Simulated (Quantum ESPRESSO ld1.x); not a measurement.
Results of a calculation; reference values are marked as such.
Problem. The mean radii <r> (bohr) of the occupied orbitals of an atom or ion are listed with their occupations. Level of theory: Dirac Kohn-Sham, PBEsol, spin-unpolarised, spherical densities, point nucleus (ld1.x of Quantum ESPRESSO 7.5).

| orbital | occ. | <r> |
|---|---|---|
| 1s1/2 | 2 | 0.06964 |
| 2s1/2 | 2 | 0.3243 |
| 2p1/2 | 2 | 0.2873 |
| 2p3/2 | 4 | 0.2900 |
| 3s1/2 | 2 | 0.9352 |
| 3p1/2 | 1.33333 | 0.9622 |
| 3p3/2 | 2.66667 | 0.9677 |

Name the element and its charge. Open shells, if any, are shared by 2j + 1.

Solution. Z = 22, titanium, charge +6: Ti6+ in [Ne] 3s2 3p4. The 1s radius gives Z: for a bare nucleus <r> = (2 gamma + 1)/(2Z) with gamma = sqrt(1 - (Z/c)^2), 0.06759 bohr for Z = 22, and screening makes it slightly larger (0.06964 here). The occupations add up to 16, and the charge is Z minus that.
